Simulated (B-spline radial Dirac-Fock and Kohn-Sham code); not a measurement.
**Form factor and incoherent scattering function of Tb⁵⁶⁺**

System: the Tb⁵⁶⁺ ion, [He] 2s2 2p5.

Input of the calculation (task.json; shells as n, l, electrons):

```json
{"items": [{
  "Z": 65,
  "q": 56,
  "cfg": [[1, 0, 2], [2, 0, 2], [2, 1, 5]],
  "A": 159,
  "rrms": 5.06,
  "do": ["scatter"],
  "s": [0.0, 0.07, 0.09, 0.11, 0.13, 0.16, 0.19, 0.23, 0.28, 0.34, 0.42, 0.51, 0.62, 0.75, 0.91, 1.11, 1.35, 1.64, 2.0, 2.43, 2.96, 3.6, 4.38],
  "pz": [0, 0.1, 0.14, 0.2, 0.29, 0.41, 0.58, 0.82, 1.2, 1.6, 2.3, 3.3, 4.7, 6.7, 9.5, 13.0, 19.0, 27.0, 38.0, 54.0, 77.0],
  "hv_scatter": [2000, 8047.8, 10000, 20000, 30000, 50000, 500000, 1000000]
}]}
```

Run with: `python xray_run.py task.json out`

Method: Dirac-Fock densities. Computed with an atomic code on a B-spline grid. f₀ is the Fourier transform of the spherical electron density, S the Waller-Hartree incoherent function, and s = sin θ/λ.

```
s (Å⁻¹)     f₀      S
      0  9.000  0.000
   0.07  8.998  0.003
   0.09  8.997  0.004
   0.11  8.995  0.006
   0.13  8.993  0.009
   0.16  8.989  0.013
   0.19  8.985  0.018
   0.23  8.978  0.027
   0.28  8.967  0.040
   0.34  8.951  0.059
   0.42  8.926  0.089
   0.51  8.891  0.131
   0.62  8.840  0.193
   0.75  8.767  0.281
   0.91  8.660  0.408
   1.11  8.501  0.597
   1.35  8.275  0.862
   1.64  7.958  1.228
      2  7.512  1.734
   2.43  6.924  2.381
   2.96  6.161  3.189
    3.6  5.250  4.105
   4.38  4.243  5.058
```

f₀ starts at the number of electrons, 9, and has fallen to half at s ≈ 4.18 Å⁻¹. The sum of ⟨r²⟩ over the electrons is 0.05722 bohr².
